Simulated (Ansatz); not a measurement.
Basis-set extrapolation for `F[Si]1([SiH3])CS1` (PBE0-D4/def2-TZVP geometry, frozen core, Ansatz). Multiplicity 1, RHF reference.

|  | def2-TZVPP | def2-QZVPP |
| --- | --- | --- |
| HF | -1115.771735 | -1115.807349 |
| MP2 correlation | -0.829542 | -0.898973 |
| CCSD(T) correlation | -0.915934 | not run |

Energies in hartree. Use E(X) = E(∞) + A·exp(−7.88·√X) for Hartree–Fock and E(X) = E(∞) + B·X^(−2.97) for correlation, with X = 3 and 4, and add CCSD(T) minus MP2 of the smaller set to the MP2 limit.

Question: What is the CCSD(T) energy at the basis-set limit?

Answer: HF limit: -1115.807349 + (-0.035614) × 0.13774 = -1115.81225. MP2 limit: -0.898973 + (-0.069431) × 0.74074 = -0.95040. Higher-order term: -0.915934 − (-0.829542) = -0.08639. Total: -1116.84904 hartree, 423.7 kJ/mol below CCSD(T)/def2-TZVPP.
